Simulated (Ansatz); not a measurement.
Reaction (SMILES): OB([OH2+])P → [PH3+]B(O)O

Wanted: isomerisation energy (electronic), in kcal/mol. Conventions: six Cartesian d functions in 6-31G* and its kin unless marked 5d; non-relativistic; spin-orbit terms left out; frozen cores in correlated levels; dispersion terms only where a functional's name holds one. CBS marks a two-point X^-3 extrapolation of the correlation energy; Hartree-Fock from the larger set. Ab initio and DFT rows: single points at B3LYP-D3(BJ) geometries (Ansatz, a first-principles code).

| species | coefficient | E at B3LYP/6-31G* (Ansatz), Eh | E at wB97M-V/def2-TZVPD (Ansatz), Eh |
|---|---|---|---|
| OB([OH2+])P | -1 | -519.44227 | -519.45894 |
| OB(O)[PH3+] | +1 | -519.48686 | -519.49671 |

Coupled cluster (Ansatz) is a level with limits of its own, used here on species with T1 under 0.025 (0.045 for open shells) and stable references: CCSD(T)/CBS(cc-pV(T+d)Z,cc-pV(Q+d)Z). Value to compare with, CCSD(T)/CBS(cc-pV(T+d)Z,cc-pV(Q+d)Z) (Ansatz): -25.0 kcal/mol. 1 Eh = 627.5095 kcal/mol.

Compute it at each level from the table, and compare with CCSD(T)/CBS(cc-pV(T+d)Z,cc-pV(Q+d)Z) (Ansatz).


- B3LYP/6-31G*: the sum of coefficient times E is -0.04459 Eh, or -27.98 kcal/mol. Result: -28.0 kcal/mol. Its difference against CCSD(T)/CBS(cc-pV(T+d)Z,cc-pV(Q+d)Z) (Ansatz) is -3.0 kcal/mol.
- wB97M-V/def2-TZVPD: the sum of coefficient times E is -0.03777 Eh, or -23.70 kcal/mol. Result: -23.7 kcal/mol. Its difference against CCSD(T)/CBS(cc-pV(T+d)Z,cc-pV(Q+d)Z) (Ansatz) is 1.3 kcal/mol.
